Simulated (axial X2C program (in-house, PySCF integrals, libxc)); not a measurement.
## LiNi⁺: from Re and ωe to a spectrum

A bond curve at the PBE0 level, with spin–orbit coupling, was computed with an in-house relativistic program for diatomic molecules (basis Ni dyall-cv3z [9s9p6d3f2g], Li dyall-cv3z [7s8p2d] (cores contracted in-house)) for the state Ω = 3 (⟨Sz⟩ = 1.00, ⟨Lz⟩ = 2.00 at PBE0). Its fit gives Re = 2.5981 Å, ωe = 279.7 cm⁻¹, ωexe = 2.54 cm⁻¹ and αe = 5.057e-03 cm⁻¹; the masses are 57.9353 and 7.0160 u. Two-component means X2C with spin–orbit coupling and atomic mean-field Coulomb and Gaunt terms.

Problem. Find the reduced mass, Be and the force constant.

Solution. From the PBE0 values: μ = 6.2581 u. Be = 16.8576/(μ Re²) = 0.3991 cm⁻¹. k = 5.8918×10⁻⁷ μ ωe² = 0.288 mdyn/Å.

Problem. A Morse curve ties αe to the other constants (Pekeris). How well does that hold?

Solution. αe(Morse) = 6Be²/ωe × (√(ωexe/Be) − 1) = 5.202e-03 cm⁻¹; the PBE0 curve gives 5.057e-03 cm⁻¹, a ratio of 1.03.

Problem. Estimate the centrifugal constant by the Kratzer relation.

Solution. D = 4Be³/ωe² = 3.25e-06 cm⁻¹.

Problem. Where do the fundamental and the first overtone lie?

Solution. ν(1←0) = ωe − 2ωexe = 274.6 cm⁻¹; ν(2←0) = 2ωe − 6ωexe = 544.2 cm⁻¹.

The state is a single determinant with fixed occupations, the lowest that a limited PBE0 search found. Density functionals use the spin component along the axis (collinear). PBE0 can misorder states that lie within some tenths of an eV, so this need not be the ground state of the molecule. The nearest other 2c determinant of the search, Ω = 2, lies 0.13 eV up at the distance of the search. Without a current term, density functionals place determinants with orbital angular momentum somewhat too high. With several unpaired electrons one determinant need not be a pure state.
